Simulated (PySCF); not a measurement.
C3H4Cl2. Atoms are numbered in the order given.

```xyz
9

Cl     1.4650     0.0000    -0.7669
C      0.0000     0.0000     0.2009
Cl    -1.4650     0.0000    -0.7669
C      0.0000     0.7571     1.4875
C      0.0000    -0.7571     1.4875
H     -0.9251     1.2747     1.7548
H      0.9251     1.2747     1.7548
H     -0.9251    -1.2747     1.7548
H      0.9251    -1.2747     1.7548
```

Coordinates come from a ωB97X-D3(BJ)/def2-SVP optimisation.

Level of theory: HF/def2-TZVP in PySCF.

ESP charges are fitted to the potential on shells at 1.4 to 2.0 van der Waals radii. Atomic charges (e):

| atom | ESP fit | Löwdin | IAO |
|---|---|---|---|
| Cl1 | -0.07 | 0.34 | -0.06 |
| C2 | -0.02 | -0.79 | 0.02 |
| Cl3 | -0.07 | 0.34 | -0.06 |
| C4 | -0.28 | -0.22 | -0.25 |
| C5 | -0.28 | -0.22 | -0.25 |
| H6 | 0.18 | 0.13 | 0.15 |
| H7 | 0.18 | 0.13 | 0.15 |
| H8 | 0.18 | 0.13 | 0.15 |
| H9 | 0.18 | 0.13 | 0.15 |

**Question.** Give the Mayer and Wiberg (Löwdin basis) orders of the bonds. (Estimate from the structure and the level; the computed values follow.)

**Answer.** 
| bond | Mayer | Wiberg |
|---|---|---|
| Cl1–C2 | 1.01 | 1.62 |
| C2–Cl3 | 1.01 | 1.62 |
| C2–C4 | 0.97 | 1.27 |
| C2–C5 | 0.97 | 1.27 |
| C4–C5 | 0.99 | 1.26 |
| C4–H6 | 0.96 | 0.87 |
| C4–H7 | 0.96 | 0.87 |
| C5–H8 | 0.96 | 0.87 |
| C5–H9 | 0.96 | 0.87 |
